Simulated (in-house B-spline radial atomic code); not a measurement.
Successive ionisation energies of iridium; each step leads to the configuration of the next row (after the last: [Ar] 3d10 4s2). Dirac energy differences include first-order Breit, QED and recoil terms. NIST's values go from ground level to ground level; the uncertainty of those that are theory runs from under 0.1 % in few-electron ions to several per cent in heavy many-electron ones. Computed with a B-spline radial code for spherical atoms: Dirac-Hartree-Fock, average of the configuration, finite nuclei.

```csv
ion,configuration,ionisation energy (eV),tabulated value (eV),tabulated kind,computed minus tabulated (eV),highest orbital,largest mean radius (bohr)
Ir42+,[Ar] 3d10 4s2 4p5,2180.0,2139,tabulated theory,41.0,4p3/2,0.39679
Ir43+,[Ar] 3d10 4s2 4p4,?,?,tabulated theory,?,?,?
Ir44+,[Ar] 3d10 4s2 4p3,?,?,tabulated theory,?,?,?
Ir45+,[Ar] 3d10 4s2 4p2,2358.3,2435,tabulated theory,-76.7,4p3/2,0.39042
Ir46+,[Ar] 3d10 4s2 4p1,2418.6,2500,tabulated theory,-81.4,4p3/2,0.38835
```

**Question.** Fill in the row of Ir43+.

**Answer.** ionisation energy (eV): 2238.9; tabulated value (eV): 2201; computed minus tabulated (eV): 37.9; highest orbital: 4p3/2; largest mean radius (bohr): 0.39464.

**Question.** Fill in the row of Ir44+.

**Answer.** ionisation energy (eV): 2298.4; tabulated value (eV): 2258; computed minus tabulated (eV): 40.4; highest orbital: 4p3/2; largest mean radius (bohr): 0.39252.

Where a p, d or f electron is removed, the computed value is a mean over both j, so it misses the tabulated one by a part of the spin-orbit splitting; averaging over terms and missing correlation add to the gap, relatively most at low charge.
